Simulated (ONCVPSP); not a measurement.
# Cutoff test, Ge, ONCV

ONCVPSP 4.0.1 input, shortened (lines: element, Z, core and valence counts, functional; n l f; lmax; l rc ep ncon nbas qcut; lloc lpopt rc5 dvloc0; l nproj debl; icmod fcfact rcfact), PBE, scalar-relativistic:

```
  Ge 32.00    6    2        4      upf
    1    0    2.00
    2    0    2.00
    2    1    6.00
    3    0    2.00
    3    1    6.00
    3    2   10.00
    4    0    1.50
    4    1    2.50
    1
    0    1.75    0.00    3    6    4.50
    1    2.20    0.00    3    7    3.80
    0    5    1.75    0.00
    0    0    3.20
    1    3    3.00
    1    0.45    0.00
```

Problem. For each optimised wave give the share of its norm inside rc, the residual kinetic energy above qcut (Ha) and the cutoffs (Ha) for errors of 10, 1, 0.1 and 0.01 mHa per electron.

Solution.

```json
{"wave": "4s", "norm inside rc": "0.369", "residual KE": "1.6e-04", "10 mHa": "5.8", "1 mHa": "8.4", "0.1 mHa": "12.3", "0.01 mHa": "31.0"}
{"wave": "4p", "norm inside rc": "0.340", "residual KE": "7.6e-05", "10 mHa": "1.8", "1 mHa": "2.8", "0.1 mHa": "6.9", "0.01 mHa": "31.1"}
{"wave": "p projector 2", "norm inside rc": "0.176", "residual KE": "1.5e-02", "10 mHa": "7.6", "1 mHa": "17.6", "0.1 mHa": "44.6", "0.01 mHa": "75.1"}
{"wave": "p projector 3", "norm inside rc": "0.117", "residual KE": "6.2e-02", "10 mHa": "11.3", "1 mHa": "19.0", "0.1 mHa": "43.0", "0.01 mHa": "73.0"}
```

The occupied waves need 8.4 Ha and 12 Ha for 1 and 0.1 mHa.
